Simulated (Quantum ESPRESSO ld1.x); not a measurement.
Q: The mean radii <r> (bohr) of the occupied orbitals of an atom or ion are listed with their occupations. Calculated with ld1.x of Quantum ESPRESSO 7.5: scalar-relativistic Kohn-Sham, PBEsol, spin-unpolarised, spherical densities, point nucleus.

| orbital | occ. | <r> |
|---|---|---|
| 1s | 2 | 0.05034 |
| 2s | 2 | 0.2244 |
| 2p | 6 | 0.1964 |
| 3s | 2 | 0.5841 |
| 3p | 3 | 0.5771 |

Name the element and its charge.

A: Z = 30, zinc, charge +15: Zn15+ in [Ne] 3s2 3p3. The 1s radius gives Z: for a bare nucleus <r> = (2 gamma + 1)/(2Z) with gamma = sqrt(1 - (Z/c)^2), 0.04919 bohr for Z = 30, and screening makes it slightly larger (0.05034 here). The occupations add up to 15, and the charge is Z minus that.
